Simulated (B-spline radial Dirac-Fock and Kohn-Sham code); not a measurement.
## Kr²⁺ 4p1/2: cross section and angular parameters

System: the Kr²⁺ ion, [Ar] 3d10 4s2 4p4; threshold 36.07 eV (orbital energy of the model). Level of theory: Dirac-Hartree-Slater photoionisation with a Latter tail; cross sections with all multipoles, angular parameters from the dipole term and its interference with E2; a B-spline atomic structure program.

Input of the calculation (task.json; shells as n, l, electrons):

```json
{"items": [{
  "Z": 36,
  "q": 2,
  "cfg": [[1, 0, 2], [2, 0, 2], [2, 1, 6], [3, 0, 2], [3, 1, 6], [3, 2, 10], [4, 0, 2], [4, 1, 4]],
  "A": 84,
  "rrms": 4.1884,
  "do": "xps",
  "hv": [80, 98.0, 128.0, 200, 264.0, 300, 426.0, 520.0, 542.0, 563.0, 619.0, 644.0, 762.0, 793.0, 931.0, 1253.6, 1470.0, 1486.9, 1530.0, 2040.0, 2420.0, 2750.0, 3440.0, 3610.0, 6000, 8047.8, 8450.0, 11500.0, 12000, 12800.0]
}]}
```

Command: `python xray2_run.py task.json out`

For linearly polarised light dσ/dΩ = σ/(4π) [1 + β P₂(cos θ) + (δ + γ cos²θ) sin θ cos φ], with θ from the polarisation vector and φ the angle between the beam and the projection of the electron momentum on the plane normal to the polarisation.

| hν (eV) | σ (kb) | β | γ | δ |
| --- | --- | --- | --- | --- |
| 80 | 71.7 | -0.173 | -0.013 | 0.014 |
| 98 | 61.5 | 0.049 | -0.034 | 0.026 |
| 128 | 55.2 | 0.593 | 0.069 | 0.024 |
| 200 | 39.5 | 1.210 | 0.177 | 0.008 |
| 264 | 29.7 | 1.418 | 0.143 | 0.002 |
| 300 | 25.8 | 1.487 | 0.115 | 0.000 |
| 426 | 16.5 | 1.607 | 0.031 | -0.001 |
| 520 | 12.4 | 1.643 | -0.005 | -0.001 |
| 542 | 11.6 | 1.649 | -0.010 | -0.001 |
| 563 | 11.0 | 1.653 | -0.014 | -0.001 |
| 619 | 9.44 | 1.661 | -0.021 | 0.000 |
| 644 | 8.85 | 1.663 | -0.022 | 0.000 |
| 762 | 6.67 | 1.667 | -0.018 | 0.000 |
| 793 | 6.22 | 1.667 | -0.014 | 0.000 |
| 931 | ? | ? | ? | ? |
| 1253.6 | 2.60 | 1.633 | 0.096 | 0.004 |
| 1470 | 1.86 | 1.610 | 0.162 | 0.005 |
| 1486.9 | 1.82 | 1.608 | 0.168 | 0.006 |
| 1530 | 1.71 | 1.604 | 0.181 | 0.006 |
| 2040 | 0.896 | 1.547 | 0.337 | 0.011 |
| 2420 | 0.597 | 1.506 | 0.445 | 0.016 |
| 2750 | 0.437 | 1.472 | 0.532 | 0.021 |
| 3440 | 0.247 | 1.406 | 0.693 | 0.031 |
| 3610 | 0.218 | 1.390 | 0.729 | 0.034 |
| 6000 | 0.0540 | 1.210 | 1.121 | 0.074 |
| 8047.8 | 0.0228 | 1.093 | 1.346 | 0.110 |
| 8450 | 0.0197 | 1.073 | 1.383 | 0.117 |
| 11500 | 0.00766 | 0.942 | 1.607 | 0.168 |
| 12000 | 0.00670 | 0.924 | 1.637 | 0.177 |
| 12800 | 0.00546 | 0.897 | 1.682 | 0.190 |

Question: Give the values at 931 eV.

Answer: σ = 4.65 kb, β = 1.661, γ = 0.010, δ = 0.001.
